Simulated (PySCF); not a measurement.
# Ions at one geometry of [Pb(H2O)]2+

PySCF 2.14.0, RKS PBE0, Pb def2-SVP with ECP60, O def2-SVP, H def2-SVP; non-relativistic Hamiltonian with scalar-relativistic core potentials where named; density fitting; no spin-orbit coupling; singlets restricted, open shells unrestricted. The geometry is relaxed for charge +2, singlet, vacuum:

```xyz
4

Pb    0.0000    0.0000   -0.1204
O     0.0000    0.0000    2.2034
H     0.7817    0.0000    2.7957
H    -0.7817    0.0000    2.7957
```

Energies count from the relaxed state; an electron taken off or put on is at rest in vacuum. Charges and spins are Mulliken's.

```csv
state,energy (eV),spin squared,charge on Pb1 (e),spin on Pb1 (e),dipole about the centre of mass (D)
"charge +2, singlet, vacuum",0.00,0.00,1.72,0.00,4.24
"charge +3, doublet, vacuum",24.66,0.75,1.92,-0.01,12.21
```

**Question.** What does the state charge +1, doublet, vacuum give?

**Answer.** energy (eV) -12.40, spin squared 0.75, charge on Pb1 (e) 0.79, spin on Pb1 (e) 1.01, dipole about the centre of mass (D) 4.26.

With an electron taken off (doublet) the charges change, summed by element, by Pb +0.21 e, O +0.60 e, H +0.20 e. The vertical ionisation energy is 24.66 eV, against −ε(HOMO) = 21.53 eV of the relaxed state. The level lies 3.1 eV too high, as is usual for semilocal functionals and global hybrids, which keep a self-interaction error.

With an electron put on (doublet) the charges change, summed by element, by Pb -0.93 e, O +0.01 e, H -0.08 e. The vertical electron affinity is 12.40 eV, against −ε(LUMO) = 14.72 eV of the relaxed state.

Open shells may have lower solutions than those found.
